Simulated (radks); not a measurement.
Radial electron density D(r) = 4 pi r^2 rho(r) of an atom or ion with 42 electrons. Calculated with a radial shooting solver on a logarithmic mesh with Libxc functionals: Dirac Kohn-Sham, PBEsol, spin-unpolarised, spherical densities, finite nucleus; Fermi nuclear charge, rms radius of each element as measured or else 0.836 A^(1/3) + 0.57 fm.

```
   r/bohr * D(r) (the largest magnitude, 65.1, reaches the edge; | marks zero)
 0.002216 |  *
 0.002579 |   *
 0.003003 |    *
 0.003496 |     *
  0.00407 |       *
 0.004776 |         *
  0.00556 |            *
 0.006472 |               *
 0.007535 |                  *
 0.008772 |                      *
  0.01021 |                          *
  0.01198 |                               *
  0.01395 |                                   *
  0.01624 |                                       *
  0.01891 |                                          *
  0.02201 |                                            *
  0.02562 |                                            *
  0.03007 |                                           *
  0.03501 |                                         *
  0.04075 |                                       *
  0.04744 |                                     *
  0.05523 |                                      *
  0.06481 |                                         *
  0.07546 |                                             *
  0.08784 |                                                   *
   0.1023 |                                                      *
    0.119 |                                                      *
   0.1386 |                                                 *
   0.1626 |                                          *
   0.1893 |                                    *
   0.2204 |                                  *
   0.2566 |                                    *
   0.2987 |                                        *
   0.3478 |                                         *
   0.4081 |                                     *
   0.4751 |                             *
   0.5531 |                    *
   0.6439 |            *
   0.7496 |         *
   0.8797 |         *
    1.024 |         *
    1.192 |        *
    1.388 |      *
    1.616 |    *
    1.881 |  *
    2.207 | *
     2.57 |*
    2.992 |*
    3.483 |*
    4.054 *
     4.72 *
    5.539 *
    6.448 *
    7.507 *
    8.739 *
    10.17 *
    11.84 *
```

What is the nuclear charge?

Answer. Z = 42. The innermost maximum, from 1s, lies near gamma/Z bohr with gamma = sqrt(1 - (Z/c)^2) = 0.952, here 0.0227 bohr (found: 0.0248), and its height grows with Z. The density is that of neutral molybdenum in [Kr] 4d5 5s1; the configuration itself is not fixed sharply by these data, and Z only to a few units. D(r) has 4 maxima, at r = 0.0248, 0.109, 0.342, 1.000 bohr, and minima at 0.0498, 0.220, 0.845 bohr, inside which lie 2.05, 11.13, 29.30 electrons.
